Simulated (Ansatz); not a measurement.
`[SiH3]B[CH2][SnH3]` + H₂ → `B[CH2][SnH3]` + SiH₄ at 298.15 K and 1 bar (hydrogenolysis of a B–Si bond).

Computed with Ansatz on PBE0-D4/def2-TZVP structures; ΔE is electronic, products minus reactants. CCSD(T)/CBS adds triple-zeta CCSD(T) − MP2 to the extrapolated MP2 energy (def2 sets, frozen cores). This one scheme is used for every species. Elements past krypton have def2 core potentials. For Sn outer-core shells are correlated without core-valence functions, which leaves a few kJ/mol of doubt a bond. Each species was taken in one conformer, which may not be the lowest.

```tsv
species	CCSD(T)/CBS energy (Eh)	H − E (kJ/mol)	S (J/(mol·K))
`[SiH3]B[CH2][SnH3]`	-571.32551	245.9	389.4
H₂	-1.17544	35.1	130.4
`B[CH2][SnH3]`	-281.04910	196.5	328.5
SiH₄	-291.46306	92.1	204.8
```

H − E and S are ideal-gas, rigid-rotor, harmonic terms from PBE0-D4/def2-TZVP, for one conformer and one mirror image of each species. The MP2-based limit puts H₂ 0.8 mEh under its directly extrapolated value; such offsets cancel only in part. 1 Eh = 2625.50 kJ/mol, R = 8.31446 J/(mol·K).

By hand: ΔE, ΔH, ΔS and ΔG.

ΔE = (-281.04910) + (-291.46306) − (-571.32551) − (-1.17544) = -0.01121 Eh = -29.4 kJ/mol. Δ(H − E) = 196.5 + 92.1 − 245.9 − 35.1 = 7.6, so ΔH = -21.8 kJ/mol. ΔS = 328.5 + 204.8 − 389.4 − 130.4 = 13.5 J/(mol·K). ΔG = -21.8 − 298.15 × (13.5)/1000 = -25.8 kJ/mol.

By hand: the equilibrium constant, and the temperature at which ΔG would vanish if ΔH and ΔS stayed fixed.

log₁₀ K = −ΔG/(RT ln 10) = 4.5. ΔH and −TΔS have one sign here, so there is no such temperature.

The number of gas molecules stays the same, so ΔS is small and ΔH decides. A doubt of 5 kJ/mol in ΔE shifts log₁₀ K by 0.9 here. Other conformers and mirror images would add mixing entropy, several J/(mol·K) or more a flexible species. Modes under 60 cm⁻¹, often nearly free rotors, make the harmonic entropy too high. These are equilibria of isolated gas molecules and say nothing of rates. Largest T1 diagnostic: 0.013 (customary marks: 0.02 for closed shells, 0.045 for open ones).
